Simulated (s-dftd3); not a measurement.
CH5N2S (SMILES NC([NH3+])=S), charge +1, singlet, geometry from GFN2-xTB; D3(op) for tpss (s-dftd3 1.4.0).

The s-dftd3 input:
```
$ s-dftd3 mol.xyz --op tpss --json dftd3.json --noedisp --grad

# file mol.xyz
9

N      1.13272355    -1.07190807    -0.25474547
C      0.11655556    -0.23660274    -0.05111200
N     -1.24763856    -0.93480136    -0.13643960
S      0.10764279     1.34012233     0.26005663
H      1.04219021    -2.05795163    -0.44565705
H      2.06805560    -0.69319618    -0.21595456
H     -1.95790376    -0.20395163     0.03487192
H     -1.35329073    -1.67200907     0.57652211
H     -1.41626422    -1.34826633    -1.06572110
```

### Question
Predict the main parts of the log of this s-dftd3 run.

### Answer

```
-----------------------------------
 s i m p l e   D F T - D 3  v1.4.0
-----------------------------------

Optimized power damping: tpss-D3(op)
--------------------
   s6        1.0000
   s8        0.5158
   s9        0.0000
   a1        0.5750
   a1        3.0000
  alp       14.0000
 beta        8.0000
--------------------

Dispersion energy:      -3.0433781822298E-03 Eh

Gradient norm:           7.2478678963408E-04 Eh/a0
--------------------------------------------------
     #    Z           dE/dx      dE/dy      dE/dz
--------------------------------------------------
     1    7 N    -3.502E-04  1.707E-04  4.709E-05
     2    6 C    -9.320E-05 -1.493E-04 -2.586E-05
     3    7 N     3.184E-04  1.331E-04  1.403E-05
     4   16 S     4.148E-05 -3.169E-04 -6.406E-05
     5    1 H    -1.252E-04 -3.137E-05 -1.384E-06
     6    1 H    -4.974E-05  1.762E-04  3.665E-05
     7    1 H     1.057E-04  1.538E-04  2.627E-05
     8    1 H     7.440E-05 -5.799E-05 -6.795E-05
     9    1 H     7.836E-05 -7.833E-05  3.522E-05
--------------------------------------------------

Virial:
--------------------------------------------------
      component           x          y          z
--------------------------------------------------
          x      -2.744E-03  3.701E-04  1.718E-04
          y       3.701E-04 -1.102E-03 -1.986E-04
          z       1.718E-04 -1.986E-04 -2.123E-04
--------------------------------------------------

[Info] JSON dump of results written to 'dftd3.json'
```
